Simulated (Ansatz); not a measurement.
Calculated with Ansatz (gas phase, PBE0-D4/def2-TZVP geometries, no zero-point term in ΔE). CBS: MP2 limit from def2 TZ/QZ plus the TZ coupled-cluster correction, frozen cores. Functionals use def2-TZVPP. B3LYP here is the variant with VWN-RPA as its local correlation; programs differ in this. Elements past krypton have def2 core potentials. For Sn outer-core shells are correlated without core-valence functions, which leaves a few kJ/mol of doubt a bond. Each species was taken in one conformer, which may not be the lowest.

`C[N](C)[Sn][OH]` → `CO[C](=N)[SnH3]`  (isomerisation)

| level | ΔE (kcal/mol) | difference from CCSD(T)/CBS |
| --- | --- | --- |
| r2SCAN-D4 | 56.4 | -3.5 |
| B3LYP-D4 | 59.4 | -0.5 |
| ωB97X-V | 53.6 | -6.3 |
| B2PLYP | 59.1 | -0.8 |
| PBE | 57.1 | -2.8 |
| r2SCAN | 56.3 | -3.6 |
| PBE0 | 55.8 | -4.1 |
| B3LYP | 58.1 | -1.8 |
| MP2/def2-TZVPP | 61.2 | 1.3 |
| CCSD/def2-TZVPP | 54.6 | -5.3 |
| CCSD(T)/def2-TZVPP | 54.4 | -5.5 |
| HF/def2-QZVPP | 50.2 | -9.7 |
| SCS-MP2/def2-QZVPP | 62.1 | 2.2 |
| HF/CBS(def2) | 50.3 | -9.6 |
| MP2/CBS(def2) | 66.8 | 6.9 |
| CCSD/CBS(def2) | 60.2 | 0.3 |
| CCSD(T)/CBS | 59.9 | 0 |

Largest T1 diagnostic among the species: 0.017.

The D4 term adds +1.2 kcal/mol with B3LYP and +0.6 kcal/mol with PBE0; it sums over pairs of atoms, weighted by their polarisabilities, and B3LYP, whose exchange is more repulsive, gets the larger term. From PBE to PBE0 (25 % exact exchange), in def2-TZVPP and without D4, ΔE moves by −1.4 kcal/mol. In def2-TZVPP, CCSD(T) changes the Hartree–Fock value by +5.0 kcal/mol (the triples alone add −0.3 kcal/mol) and MP2 by +11.8 kcal/mol.
